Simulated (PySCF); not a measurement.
Input, command and output of a PySCF 2.14 run on [CuI4]2-: CASSCF of the metal shell, NEVPT2 and spin-orbit coupling.

```
{"job": {"kind": "lf", "basis": {"metal": "x2c-TZVPall", "ligand": "x2c-SVPall"}, "nevpt": true, "solvent": "water"}, "charge": -2, "metal": "Cu", "open_shell": "d9"}
Cu     0.000000     0.000000     0.000000
I      1.118208     1.682448     1.682448
I      1.118208    -1.682448    -1.682448
I     -1.118208     1.682448    -1.682448
I     -1.118208    -1.682448     1.682448
```

```bash
OMP_NUM_THREADS=1 python lf_run.py task.json out
```

```
basis functions 192, electrons 243, active (9e, 5o)
stage 1: DIIS on the effective Fock matrix, level shift 0.30
cycle   1  E = -30100.5807154899  dE = -3.010e+04  max|g| = 1.719e+00
cycle   2  E = -30101.3541399100  dE = -7.734e-01  max|g| = 1.699e+00
cycle   3  E = -30101.5463025925  dE = -1.922e-01  max|g| = 1.390e+00
cycle   4  E = -30101.8622703919  dE = -3.160e-01  max|g| = 5.863e-02
cycle   5  E = -30101.8969780542  dE = -3.471e-02  max|g| = 5.172e-02
cycle   6  E = -30101.9051733705  dE = -8.195e-03  max|g| = 5.712e-02
cycle   7  E = -30101.9245042761  dE = -1.933e-02  max|g| = 6.062e-02
cycle   8  E = -30101.9558038595  dE = -3.130e-02  max|g| = 8.538e-02
cycle   9  E = -30101.9138210734  dE =  4.198e-02  max|g| = 6.553e-02
cycle  10  E = -30101.8491360081  dE =  6.469e-02  max|g| = 1.742e-01
cycle  11  E = -30101.7786788916  dE =  7.046e-02  max|g| = 3.332e-01
cycle  12  E = -30101.7293652316  dE =  4.931e-02  max|g| = 4.587e-01
cycle  13  E = -30101.6980844575  dE =  3.128e-02  max|g| = 5.352e-01
cycle  14  E = -30101.6835262881  dE =  1.456e-02  max|g| = 5.598e-01
cycle  15  E = -30101.6762463961  dE =  7.280e-03  max|g| = 5.683e-01
stage 2: quasi-Newton rotations from the point of smallest gradient
cycle  17  E = -30101.9169626707  dE = -1.998e-02  max|g| = 8.778e-02
cycle  18  E = -30101.9412029960  dE = -2.424e-02  max|g| = 8.082e-02
cycle  20  E = -30101.9591596721  dE = -1.796e-02  max|g| = 9.384e-02
cycle  21  E = -30101.9690082554  dE = -9.849e-03  max|g| = 3.713e-02
cycle  23  E = -30101.9696800835  dE = -6.718e-04  max|g| = 5.809e-02
cycle  24  E = -30101.9705235707  dE = -8.435e-04  max|g| = 5.900e-03
cycle  25  E = -30101.9705428797  dE = -1.931e-05  max|g| = 8.738e-04
cycle  26  E = -30101.9705451031  dE = -2.223e-06  max|g| = 2.789e-04
cycle  27  E = -30101.9705452707  dE = -1.676e-07  max|g| = 4.569e-05
cycle  28  E = -30101.9705452750  dE = -4.224e-09  max|g| = 9.108e-06
converged average energy = -30101.9705452750

 mult deg   label        CASSCF/cm-1   NEVPT2/cm-1
   2   1   2B2                 0.0           0.0
   2   2   2E               1982.3        3755.4
   2   1   2B1              2695.8        5358.8
   2   1   2A1              3012.2        5784.0

spin-orbit levels / cm-1
      0.00  x2  2B2 0.97
   3416.19  x2  2E 0.91 2B1 0.08
   3831.19  x2  2E 0.83 2A1 0.17
   5800.93  x2  2B1 0.90 2E 0.07
   6384.34  x2  2A1 0.83 2E 0.17
```

The job took 40 s on one thread of Arm Neoverse V2 (shared host), with 192 basis functions and a peak of 0.85 GiB, launched as `OMP_NUM_THREADS=1 python lf_run.py task.json out`.

The d shell alone is too small an active space for [CuI4]2- (Cu(II) with such soft donors has much ligand-hole, Cu(I)-like character): its levels, fitted parameters, g values and moments show what this model gives and aren't sound predictions.

Ligand-hole states mix strongly into such Cu(II) halides; the d shell alone makes them too ionic, overstates g shifts and moments and can put the wrong state lowest. NEVPT2 lifts 2B1 (from 2E) from 2696 to 5359 cm⁻¹; on the d shell alone such lifts tend to overshoot.
